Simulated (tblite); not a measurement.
Compound: C₉H₁₃P.
Numbering: `[CH2:1]=[P:2]([CH3:3])([CH3:4])[c:5]1[cH:6][cH:7][cH:8][cH:9][cH:10]1` (hydrogens: H11, H12 on C1; H13, H14, H15 on C3; H16, H17, H18 on C4; H19 on C6; H20 on C7; H21 on C8; H22 on C9; H23 on C10)

Computed with GFN2-xTB (tblite), gas phase: L-BFGS steps from a force-field or distance-geometry start until the largest atomic force falls under 0.01 eV/Å.

Step 78: E = -771.1294 eV
```
atom  x, y, z in Å  |  force x, y, z in eV/Å
C1     -1.7679   -0.0756   -1.9165    0.011   0.002   0.000
P2     -1.3148   -0.2299   -0.2815   -0.007  -0.017   0.007
C3     -2.1127    0.4494    1.2857    0.001  -0.018  -0.008
C4     -1.3246   -2.0107    0.1327   -0.019   0.001   0.014
C5      0.4205    0.2626   -0.1028   -0.017  -0.015   0.002
C6      1.3329   -0.4238   -0.8965    0.004   0.033  -0.006
C7      2.6816   -0.1354   -0.8117    0.004   0.013  -0.005
C8      3.1243    0.8532    0.0535   -0.007   0.023  -0.016
C9      2.2147    1.5582    0.8235   -0.011  -0.011   0.006
C10     0.8642    1.2597    0.7540   -0.007  -0.014  -0.013
H11    -1.7010    0.9572   -2.2559    0.014  -0.010   0.010
H12    -2.7731   -0.4718   -2.0671    0.011   0.007  -0.006
H13    -2.2223    1.5306    1.2094    0.001   0.004  -0.031
H14    -3.1100    0.0108    1.3407   -0.015   0.009  -0.003
H15    -1.5620    0.1996    2.1894    0.014  -0.014   0.012
H16    -0.9162   -2.1830    1.1269    0.010  -0.011   0.006
H17    -2.3501   -2.3745    0.0927   -0.019   0.005   0.002
H18    -0.7379   -2.5400   -0.6154   -0.013   0.002   0.015
H19     0.9671   -1.1684   -1.5905    0.000   0.027   0.020
H20     3.3888   -0.6785   -1.4215    0.012   0.007  -0.001
H21     4.1778    1.0834    0.1198   -0.003  -0.009  -0.004
H22     2.5572    2.3434    1.4826    0.004  -0.013   0.002
H23     0.1584    1.8104    1.3587    0.030   0.002  -0.003
```

Step 79: E = -771.1297 eV
```
atom  x, y, z in Å  |  force x, y, z in eV/Å
C1     -1.7667   -0.0764   -1.9157    0.006   0.001  -0.011
P2     -1.3143   -0.2308   -0.2808    0.000   0.001   0.007
C3     -2.1126    0.4497    1.2860   -0.005  -0.011  -0.003
C4     -1.3267   -2.0115    0.1322   -0.015   0.001   0.020
C5      0.4214    0.2620   -0.1015   -0.026  -0.011   0.006
C6      1.3336   -0.4230   -0.8964   -0.006   0.027  -0.005
C7      2.6819   -0.1337   -0.8127   -0.003   0.012  -0.008
C8      3.1241    0.8546    0.0524    0.002   0.022  -0.009
C9      2.2155    1.5586    0.8241   -0.022  -0.011   0.005
C10     0.8653    1.2591    0.7552   -0.015  -0.016  -0.011
H11    -1.6986    0.9552   -2.2589    0.011  -0.019   0.021
H12    -2.7715   -0.4741   -2.0670    0.019   0.014  -0.005
H13    -2.2226    1.5312    1.2082    0.005  -0.005  -0.031
H14    -3.1104    0.0117    1.3406   -0.011   0.008  -0.004
H15    -1.5634    0.2015    2.1913    0.013  -0.015   0.003
H16    -0.9162   -2.1849    1.1251    0.009  -0.012   0.016
H17    -2.3529   -2.3729    0.0943   -0.022   0.003   0.003
H18    -0.7425   -2.5418   -0.6166   -0.009   0.000   0.005
H19     0.9681   -1.1680   -1.5894   -0.006   0.019   0.011
H20     3.3888   -0.6751   -1.4235    0.021  -0.002  -0.007
H21     4.1770    1.0836    0.1185    0.023   0.003  -0.002
H22     2.5578    2.3436    1.4833    0.006  -0.013   0.002
H23     0.1600    1.8084    1.3615    0.023   0.005  -0.002
```

Step 80: E = -771.1300 eV
```
atom  x, y, z in Å  |  force x, y, z in eV/Å
C1     -1.7645   -0.0776   -1.9152   -0.001  -0.004  -0.018
P2     -1.3140   -0.2319   -0.2799    0.007   0.015   0.005
C3     -2.1128    0.4496    1.2861   -0.002   0.004   0.005
C4     -1.3292   -2.0123    0.1323   -0.006   0.001   0.025
C5      0.4217    0.2611   -0.1002   -0.023  -0.004   0.008
C6      1.3341   -0.4218   -0.8965   -0.013   0.018  -0.003
C7      2.6820   -0.1317   -0.8139   -0.008   0.013  -0.014
C8      3.1235    0.8564    0.0512    0.014   0.014  -0.001
C9      2.2159    1.5588    0.8249   -0.020  -0.009   0.000
C10     0.8661    1.2581    0.7563   -0.019  -0.011  -0.001
H11    -1.6950    0.9530   -2.2614    0.010  -0.021   0.029
H12    -2.7692   -0.4757   -2.0671    0.024   0.017  -0.007
H13    -2.2239    1.5311    1.2054    0.010  -0.015  -0.027
H14    -3.1105    0.0116    1.3410   -0.014   0.004  -0.003
H15    -1.5644    0.2041    2.1932    0.007  -0.013  -0.012
H16    -0.9154   -2.1873    1.1235    0.004  -0.012   0.021
H17    -2.3563   -2.3709    0.0970   -0.026  -0.002   0.005
H18    -0.7481   -2.5433   -0.6180   -0.006  -0.005  -0.004
H19     0.9688   -1.1672   -1.5885   -0.012   0.008  -0.003
H20     3.3892   -0.6710   -1.4260    0.022  -0.008  -0.010
H21     4.1763    1.0831    0.1172    0.044   0.018   0.000
H22     2.5586    2.3437    1.4842    0.003  -0.016   0.002
H23     0.1625    1.8070    1.3642    0.007   0.007   0.002
```

Step 81: E = -771.1304 eV
```
atom  x, y, z in Å  |  force x, y, z in eV/Å
C1     -1.7614   -0.0792   -1.9148   -0.004  -0.011  -0.015
P2     -1.3138   -0.2330   -0.2787    0.006   0.020   0.001
C3     -2.1133    0.4495    1.2864   -0.005   0.013   0.006
C4     -1.3320   -2.0131    0.1331    0.001  -0.001   0.022
C5      0.4215    0.2599   -0.0989   -0.011   0.005   0.010
C6      1.3343   -0.4204   -0.8969   -0.014   0.006  -0.003
C7      2.6819   -0.1294   -0.8154   -0.006   0.015  -0.019
C8      3.1231    0.8584    0.0499    0.025   0.001   0.005
C9      2.2160    1.5588    0.8257   -0.009  -0.008  -0.010
C10     0.8666    1.2569    0.7572   -0.012  -0.001   0.011
H11    -1.6912    0.9505   -2.2628    0.011  -0.015   0.031
H12    -2.7661   -0.4769   -2.0672    0.018   0.015  -0.011
H13    -2.2252    1.5308    1.2017    0.013  -0.019  -0.018
H14    -3.1111    0.0116    1.3415   -0.009   0.003  -0.002
H15    -1.5651    0.2066    2.1947    0.002  -0.010  -0.023
H16    -0.9146   -2.1903    1.1224   -0.002  -0.010   0.023
H17    -2.3604   -2.3686    0.1003   -0.021  -0.004   0.008
H18    -0.7544   -2.5442   -0.6197   -0.007  -0.009  -0.007
H19     0.9693   -1.1661   -1.5880   -0.017  -0.001  -0.014
H20     3.3901   -0.6665   -1.4286    0.011  -0.009  -0.008
H21     4.1763    1.0825    0.1159    0.049   0.032   0.002
H22     2.5593    2.3433    1.4852   -0.004  -0.019   0.002
H23     0.1653    1.8058    1.3671   -0.015   0.009   0.008
```

Task: Estimate the geometry and energy of step 82. (The exact step hangs on the optimiser's Hessian estimate; all steps are aligned on step 81, rigid shifts and turns removed.)

Result: E = -771.1307 eV, largest force 0.055 eV/Å
```
atom  x, y, z in Å  |  force x, y, z in eV/Å
C1     -1.7577   -0.0813   -1.9149   -0.005  -0.015  -0.006
P2     -1.3135   -0.2337   -0.2776    0.003   0.011  -0.003
C3     -2.1138    0.4494    1.2862   -0.003   0.015   0.003
C4     -1.3349   -2.0137    0.1343    0.006  -0.004   0.015
C5      0.4211    0.2590   -0.0975    0.008   0.011   0.009
C6      1.3341   -0.4190   -0.8972   -0.007  -0.002  -0.004
C7      2.6817   -0.1269   -0.8172   -0.001   0.015  -0.020
C8      3.1230    0.8606    0.0485    0.031  -0.013   0.007
C9      2.2158    1.5586    0.8264    0.010  -0.005  -0.016
C10     0.8667    1.2556    0.7585   -0.002   0.010   0.022
H11    -1.6874    0.9479   -2.2635    0.014  -0.004   0.028
H12    -2.7626   -0.4779   -2.0666    0.006   0.009  -0.018
H13    -2.2259    1.5304    1.1980    0.014  -0.016  -0.009
H14    -3.1117    0.0116    1.3413   -0.008   0.002   0.000
H15    -1.5654    0.2079    2.1949   -0.005  -0.005  -0.028
H16    -0.9142   -2.1933    1.1219   -0.009  -0.008   0.019
H17    -2.3647   -2.3659    0.1037   -0.012  -0.006   0.012
H18    -0.7607   -2.5450   -0.6213   -0.010  -0.012  -0.003
H19     0.9694   -1.1652   -1.5877   -0.019  -0.004  -0.019
H20     3.3912   -0.6623   -1.4311   -0.005  -0.007  -0.004
H21     4.1769    1.0828    0.1142    0.037   0.040   0.004
H22     2.5598    2.3425    1.4864   -0.010  -0.020   0.002
H23     0.1679    1.8048    1.3704   -0.032   0.007   0.010
```

The energy changes by -0.0004 eV. The first-order estimate −F·Δx gives -0.0005 eV and the mean of the old and new forces, exact on a quadratic surface, -0.0004 eV. The step makes an angle of 75° with the force vector and moves no atom by more than 0.007 Å.

What follows is the cost of the whole relaxation. Time: 1.6 s. Hardware: one thread of an Arm Neoverse V1, on a shared host.
